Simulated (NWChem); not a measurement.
System: SbH2, doublet; SMILES [SbH2]

Excerpt of the output:

```
             Northwest Computational Chemistry Package (NWChem) 7.3.0
             --------------------------------------------------------

 C2V symmetry detected

                             Geometry "geometry" -> ""
                             -------------------------

 Output coordinates in angstroms (scale by  1.889725989 to convert to a.u.)

  No.       Tag          Charge          X              Y              Z
 ---- ---------------- ---------- -------------- -------------- --------------
    1 Sb                  51.0000     0.00000000     0.00000000     0.04687326
    2 H                    1.0000     0.00000000    -1.18479899    -1.19526820
    3 H                    1.0000     0.00000000     1.18479899    -1.19526820

 Effective nuclear repulsion energy (a.u.)      31.6671915904

      Symmetry information
      --------------------

 Group name             C2v
 Group number             16
 Group order               4
 No. of unique centers     2

                                Z-matrix (autoz)
                                --------

 Units are Angstrom for bonds and degrees for angles

      Type          Name      I     J     K     L     M      Value
      ----------- --------  ----- ----- ----- ----- ----- ----------
    1 Stretch                  1     2                       1.71659
    2 Stretch                  1     3                       1.71659
    3 Bend                     2     1     3                87.29299

                           NWChem Geometry Optimization
                           ----------------------------

 maximum gradient threshold         (gmax) =   0.000450
 rms gradient threshold             (grms) =   0.000300
 maximum cartesian step threshold   (xmax) =   0.001800
 rms cartesian step threshold       (xrms) =   0.001200
 fixed trust radius                (trust) =   0.050000
 source of zmatrix                         =   autoz

          -------------------
          Energy Minimization
          -------------------

 Using diagonal initial Hessian
 Scaling for Hessian diagonals: bonds = 1.00  angles = 0.25  torsions = 0.10

          --------
          Step   0

                                 NWChem DFT Module
                                 -----------------

 Summary of "ao basis" -> "ao basis" (spherical)
 ------------------------------------------------------------------------------
       Tag                 Description            Shells   Functions and Types
 ---------------- ------------------------------  ------  ---------------------
 Sb                         def2-svp                10       26   4s4p2d
 H                          def2-svp                 3        5   2s1p

      Symmetry analysis of basis
      --------------------------

[...]

      ----------------------
      Optimization converged
      ----------------------

  Step       Energy      Delta E   Gmax     Grms     Xrms     Xmax
  ---- ---------------- -------- -------- -------- -------- --------
@    3    -241.39665754 -2.4D-08  0.00025  0.00018  0.00003  0.00006
                                     ok       ok       ok       ok

                                Z-matrix (autoz)
                                --------

 Units are Angstrom for bonds and degrees for angles

      Type          Name      I     J     K     L     M      Value     Gradient
      ----------- --------  ----- ----- ----- ----- ----- ---------- ----------
    1 Stretch                  1     2                       1.73936    0.00012
    2 Stretch                  1     3                       1.73936    0.00012
    3 Bend                     2     1     3                89.67610    0.00025

                         Geometry "geometry" -> "geometry"
                         ---------------------------------

 Output coordinates in angstroms (scale by  1.889725989 to convert to a.u.)

  No.       Tag          Charge          X              Y              Z
 ---- ---------------- ---------- -------------- -------------- --------------
    1 Sb                  51.0000     0.00000000     0.00000000     0.04103463
    2 H                    1.0000     0.00000000    -1.22643077    -1.19234889
    3 H                    1.0000     0.00000000     1.22643077    -1.19234889

 Effective nuclear repulsion energy (a.u.)      31.2479183675

      Symmetry information
      --------------------

 Group name             C2v
 Group number             16
 Group order               4
 No. of unique centers     2

                Final and change from initial internal coordinates
                --------------------------------------------------

                                Z-matrix (autoz)
                                --------

 Units are Angstrom for bonds and degrees for angles

      Type          Name      I     J     K     L     M      Value       Change
      ----------- --------  ----- ----- ----- ----- ----- ---------- ----------
    1 Stretch                  1     2                       1.73936    0.02277
    2 Stretch                  1     3                       1.73936    0.02277
    3 Bend                     2     1     3                89.67610    2.38311

 ==============================================================================
                                internuclear distances
 ------------------------------------------------------------------------------
       center one      |      center two      | atomic units |  angstroms
 ------------------------------------------------------------------------------
    2 H                |   1 Sb               |     3.28691  |     1.73936
    3 H                |   1 Sb               |     3.28691  |     1.73936
 ------------------------------------------------------------------------------
                         number of included internuclear distances:          2
 ==============================================================================
```

Level: PBE/def2-SVP with def2 effective core potentials on Sb, spin-unrestricted. In the optimisation the excess spin sits in b1 (C2v, its own frame). No stability test was run on the SCF state. def2 effective core potentials on Sb; no spin-orbit coupling.

Q: Reconstruct the input file.

A: Several could match; the one computed here: the input that was run:
```
start job
memory heap 200 mb stack 900 mb global 1100 mb
geometry units angstroms
  Sb     0.000222     0.020220     0.000596
  H     -1.197841    -1.208822    -0.027264
  H      1.171561    -1.233799    -0.044726
end
basis spherical
  Sb library def2-svp
  H library def2-svp
end
ecp
  Sb library def2-ecp
end
dft
  odft
  mult 2
  xc xpbe96 cpbe96
  iterations 150
end
driver
  maxiter 150
  trust 0.05
end
task dft optimize
```
